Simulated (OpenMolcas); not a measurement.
Rh3+ among 4 point charges of -1.5 e arranged as a tetrahedron (Td).

```yaml
Program: OpenMolcas 26.06
Method: "SS-CASPT2, IPEA 0.25 Eh, imaginary shift 0.1 Eh (closed shells correlated: 4s 4p)"
Basis: ANO-RCC-VTZP [7s6p4d2f1g]
Scalar_Hamiltonian: DKH2, point nucleus
Active_space: 6 electrons in 5 orbitals (4d)
State_averaging: 2S+1 = 5 even, 5 roots; 2S+1 = 3 even, 45 roots; 2S+1 = 1 even, 50 roots
Spin-orbit_coupling: state interaction with AMFI integrals over the reference wave functions
```

All point charges move together. At R = 1.8 Å the first state of the same spin is 3450 cm-1, and at R = 1.98 Å it is 2330 cm-1.

**Question.** A third run gives 4190 cm-1. What distance was it run at?

**Answer.** With a power law R^-n the two known points give n = -ln(2330 / 3450) / ln(1.98 / 1.8) = 4.12. Then R = 1.8 × (3450 / 4190)^(1/4.12) = 1.717 Å. The run was at 1.71 Å, so the estimate is off by +0.007 Å.

Roots that are degenerate in the reference are averaged as groups; the widest CASPT2 spread within a group is 520 cm-1 (the 3-fold group of multiplicity 3 near 45900 cm-1 above the lowest state of its run, R = 1.8). Shifts and gaps below about the spread of the groups concerned are not significant. An orbital doublet at a regular site is open to a Jahn-Teller distortion, which this geometry leaves out. Point charges give a weaker field than real ligands, and real ions of this kind are as a rule low spin; the high spin found here belongs to the model. The ground term spreads over less than 5000 cm-1, several times less than with real ligands, so orbital moments are less quenched and χT lies further from the spin-only value than at real sites. Free-ion shares, where given, are those of the reference states; single-state CASPT2 does not remix them. Point charges carry no covalency, so the field is a model and not that of real ligands. No measured value stands beside these numbers.
